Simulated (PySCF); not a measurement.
Steps of a relaxation of [Lu(H2O)]3+

[Lu(H2O)]3+ (singlet). PySCF 2.14.0, RKS PBE, Lu def2-SVP with ECP28, O def2-SVP, H def2-SVP; non-relativistic Hamiltonian with scalar-relativistic core potentials where named; density fitting; no spin-orbit coupling. Origin of the start: template. Columns: position (Å) and force (eV/Å). Energies are counted from the last step; some of the 6 steps are shown. Forces carry noise of the integration grid, about 0.01 to 0.03 eV/Å.

Run from Python with OMP_NUM_THREADS=2. Where DIIS fails, smearing, a level shift and second-order steps follow.
It took 35 s on 2 threads of Arm Neoverse V1 (shared host), from the converged density of the start.

```xyz
4
step 0  E = 0.523 eV
Lu    0.0000    0.0000   -0.2288     0.00    0.00    2.19
O     0.0000    0.0000    2.1562     0.00    0.00   -4.13
H     0.7700    0.0000    2.7462     1.44    0.00    0.97
H    -0.7700    0.0000    2.7462    -1.44    0.00    0.97
```

```xyz
4
step 2  E = 0.027 eV
Lu    0.0000    0.0000   -0.0286     0.00    0.00   -0.03
O     0.0000    0.0000    2.0368     0.00    0.00    1.24
H     0.8080    0.0000    2.7058    -0.65    0.00   -0.61
H    -0.8080    0.0000    2.7058     0.65    0.00   -0.61
```

```xyz
4
step 3  E = 0.008 eV
Lu    0.0000    0.0000   -0.0381     0.00    0.00    0.27
O     0.0000    0.0000    2.0507     0.00    0.00    0.35
H     0.8011    0.0000    2.7036    -0.33    0.00   -0.31
H    -0.8011    0.0000    2.7036     0.33    0.00   -0.31
```

Problem. Where does the relaxation end?

Solution. It converges at step 5 in C2v:
```xyz
4
step 5  E = 0
Lu    0.0000    0.0000   -0.0212
O     0.0000    0.0000    2.0528
H     0.7940    0.0000    2.6941
H    -0.7940    0.0000    2.6941
```

Problem. How did the contacts change?

Solution. 
| contact | start (Å) | end (Å) |
| --- | --- | --- |
| Lu1–O2 (H2O) | 2.385 | 2.074 |
